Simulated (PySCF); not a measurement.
These compounds are isomers of formula C₂H₁₄NPSi₄.

A. SMILES CC[Si@]1(N)[SiH2][Si@H](P)[SiH2]1
B. SMILES CN1C[Si]([SiH3])([SiH3])[Si@H]1P
C. SMILES [Si@]1(N)(P)[Si@H](C)[SiH2][Si@@H]1C
D. `C[Si@@H]1[SiH2][Si@@H](C)[Si]1(N)P`
E. SMILES P[Si@@]1(N)[Si@H](C)[SiH2][Si@@H]1C

Spectrum 1. $^{1}$H NMR (500 MHz, computed): δ 4.33 (m, 1H), 4.27 (m, 2H), 3.94 (m, 2H), 1.22 (t, 3H), 1.07 (m, 2H), 0.97 (q, 2H), 0.27 (br s, 2H). $^{13}$C{$^{1}$H} NMR (computed): δ 14.6 (CH2), 11.6 (CH3).

Spectrum 2. $^{1}$H NMR (500 MHz, computed): δ 4.71 (m, 2H), 3.52 (m, 1H), 3.37 (m, 1H), 1.27 (m, 2H), 0.51 (br s, 2H), 0.44 (d, 6H). $^{13}$C{$^{1}$H} NMR (computed): δ -6.4 (CH3).

Spectrum 3. $^{1}$H NMR (500 MHz, computed): δ 6.24 (m, 1H), 3.75 (s, 3H), 3.64 (s, 3H), 3.00 (m, 1H), 2.84 (m, 1H), 2.58 (s, 3H), 1.07 (m, 2H). $^{13}$C{$^{1}$H} NMR (computed): δ 45.0 (CH2), 41.9 (CH3).

Spectrum 4. $^{1}$H NMR (500 MHz, computed): δ 4.72 (m, 2H), 4.17 (m, 1H), 3.93 (m, 1H), 1.35 (m, 2H), 0.30 (d, 6H), 0.13 (br s, 2H). $^{13}$C{$^{1}$H} NMR (computed): δ -5.2 (CH3).

Spectrum 5. $^{1}$H NMR (500 MHz, computed): δ 4.69 (m, 1H), 4.62 (m, 1H), 3.98 (m, 1H), 3.98 (m, 1H), 1.33 (m, 2H), 0.47 (d, 3H), 0.24 (d, 3H), 0.05 (br s, 2H). $^{13}$C{$^{1}$H} NMR (computed): δ -6.0 (CH3), -6.6 (CH3).

[PySCF 2.14: geometry: GFN2-xTB; PBE0/pcSseg-1 with gauge-including orbitals; single conformer; no solvent model; relativity neglected; one averaged value for each set of equivalent atoms]

Shifts are taken against calculated references (same method and geometry level): $^{1}$H (σref 31.72) and $^{13}$C (σref 186.93) against TMS. Splittings of carbon signals by F and P are missing where no couplings were computed. Where no couplings were computed, multiplicities follow the n + 1 count of equivalent neighbours, and m marks all less simple cases (inequivalent or close neighbours, rings, F or P nearby). Shifts are as computed. Against solution values, carbons near 30 ppm lie about +3 ppm off and those near 130 ppm about +5 ppm. Of 1309 compounds with measured shifts, 239 miss one by over three times the rms of a fit or turn the order of signals round; such compounds aren't used in these exercises. OH and NH positions are gas-phase values without hydrogen bonding to other molecules.

Q: Match each spectrum to its structure.

A: 1–A, 2–E, 3–B, 4–C, 5–D.

- Spectrum 1 (A): 2 $^{13}$C signals; δC 11.6 is a methyl carbon; δH 0.27 is the hydrogen on a nitrogen bonded to Si.
- Spectrum 2 (E): a single $^{13}$C signal, at -6.4 ppm (methyl carbon bonded to Si); δH 0.51 is the hydrogen on a nitrogen bonded to Si; δH 0.44 is the hydrogen on a methyl carbon bonded to Si.
- Spectrum 3 (B): 2 $^{13}$C signals; δC 45.0 is an sp3 CH2 bonded to N and Si; δC 41.9 is a methyl carbon bonded to N.
- Spectrum 4 (C): a single $^{13}$C signal, at -5.2 ppm (methyl carbon bonded to Si); δH 0.30 is the hydrogen on a methyl carbon bonded to Si; δH 0.13 is the hydrogen on a nitrogen bonded to Si.
- Spectrum 5 (D): 2 $^{13}$C signals; δC -6.0 is a methyl carbon bonded to Si; δC -6.6 is a methyl carbon bonded to Si.
